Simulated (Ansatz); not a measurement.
Total energies of Sn9O (the lowest singlet isomer of a short search) from Ansatz at PBE0-D4/def2-SVP, gas phase (1 Eh = 27.2114 eV = 2625.5 kJ/mol). The reference geometry is relaxed at PBE-D4/def2-SVP.

```xyz
10

O     1.453    2.870   -0.970
Sn    2.863    1.727    0.026
Sn   -1.119    0.391   -0.501
Sn   -2.810   -2.063    0.167
Sn    1.649   -0.939   -0.781
Sn    0.092   -2.712    1.333
Sn   -0.424    3.028   -1.635
Sn   -0.653   -2.344   -1.910
Sn    0.878    0.317    1.848
Sn   -1.929   -0.275    2.423
```

| state | geometry | energy (Eh) |
| --- | --- | --- |
| charge 0 singlet | reference | -2004.26709 |
| charge 1 doublet | reference | -2004.03934 |
| charge -1 doublet | reference | -2004.33534 |
| free O atom (triplet) | – | -74.92490 |
| free Sn atom (triplet) | – | -214.25429 |

In the def2 sets Sn takes a core potential; there is no spin–orbit coupling.

(1) Work out the vertical ionisation energy to the doublet.

(2) Work out the vertical electron affinity, to the doublet.

(3) Give the fundamental gap IE − EA, the Mulliken electronegativity (IE + EA)/2 and the hardness (IE − EA)/2.

(4) What is the binding energy per atom against free atoms?

(1) E(charge 1 doublet) − E(charge 0 singlet) = -2004.03934 − (-2004.26709) = 0.22775 Eh = 6.20 eV. For comparison, −ε of the highest occupied level is 5.03 eV at this level, 1.17 eV less.

(2) E(charge 0 singlet) − E(charge -1 doublet) = -2004.26709 − (-2004.33534) = 0.06825 Eh = 1.86 eV. The basis lacks diffuse functions, which makes affinities too small.

(3) From the values in Eh: IE − EA = 0.22775 − 0.06825 = 0.15950 Eh = 4.34 eV; (IE + EA)/2 = 4.03 eV; (IE − EA)/2 = 2.17 eV. The HOMO–LUMO gap of the same run is 2.10 eV, 2.24 eV smaller than the fundamental gap.

(4) Atoms: 1 × (-74.92490) + 9 × (-214.25429) = -2003.21351 Eh. Binding: -2003.21351 − (-2004.26709) = 1.05358 Eh = 28.67 eV, or 2.87 eV for each of 10 atoms (no zero-point energy, no counterpoise term).

 

The structure comes from a short search, and lower isomers may exist.
